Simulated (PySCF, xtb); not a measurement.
Ta(O)(OH)2(NH2) (H4NO3Ta), SMILES [NH2][Ta](=[O])([OH])[OH], multiplicity 1.

GFN2-xTB in xtb at its own geometry gives an orbital gap of 4.52 eV and a dipole moment of 4.51 D.

The structure is a stationary point at B3LYP-D3(BJ)/def2-SVP. The spin state was assumed, not searched. The def2 effective core potentials stand for the cores of Ta; spin–orbit coupling is left out. One conformer was computed; it need not be the lowest.

Question: What does r2SCAN/def2-TZVP (PySCF) give? (An estimate is asked for; the answer gives what the named calculation found.)

Answer: gap 5.73 eV (levels -6.68 and -0.94 eV), dipole 1.68 D.
